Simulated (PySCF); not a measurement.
Gas-phase reaction: SnO + 2 F2 → SnF3 + FO

Method: PySCF energies plus ideal-gas RRHO corrections (1 bar). † marks an energy on the PBE0/def2-TZVP geometry and frequencies; other levels use their own. MP2 and CCSD(T) freeze the core. Open shells (unrestricted): SnF3 (multiplicity 2), FO (multiplicity 2, electronic degeneracy 4); the rest are closed-shell singlets. Spin-orbit splitting is ignored; it lowers the true energy and changes the entropy of FO. Sn: scalar-relativistic def2 core potential, no spin-orbit coupling. SnF3: computed as isolated molecules; such fragments, hydroxides, amides, oligomers or adducts are transient or little studied in the gas. MP2 isn't extrapolated to the basis-set limit; its ΔH°(298 K) is -595.5 kJ in def2-SVP and -578.6 kJ in def2-TZVPP. CCSD(T) isn't extrapolated to the basis-set limit; its ΔH°(298 K) is -584.0 kJ in def2-SVP and -596.2 kJ in def2-TZVPP. The harmonic model lacks anharmonicity and excited electronic states, which grow with temperature; levels with a mode under 35 cm⁻¹ are left out. Warning, large T1 diagnostic: SnO (CCSD(T)/def2-SVP†).

```
level               ΔE electronic, kJ  ΔH°(298 K), kJ  ΔS°(298 K), J/K  ΔG°(1400 K), kJ
------------------  -----------------  --------------  ---------------  ---------------
CCSD(T)/def2-SVP†                -585            -584             -103             -450
M06-2X/def2-TZVP†                -705            -704             -103             -569
MP2/def2-TZVPP†                  -580            -579             -103             -444
PBE0/def2-SVP†                   -627            -626             -103             -492
PBE0/def2-TZVP                   -650            -649             -103             -514
LDA/def2-TZVP†                   -604            -603             -103             -469
ωB97M-V/def2-TZVP†               -646            -645             -103             -511
ωB97X-V/def2-TZVP†               -659            -658             -103             -524
```
ΔH° is lowest at M06-2X/def2-TZVP† and highest at MP2/def2-TZVPP†. No reference value is set beside these.
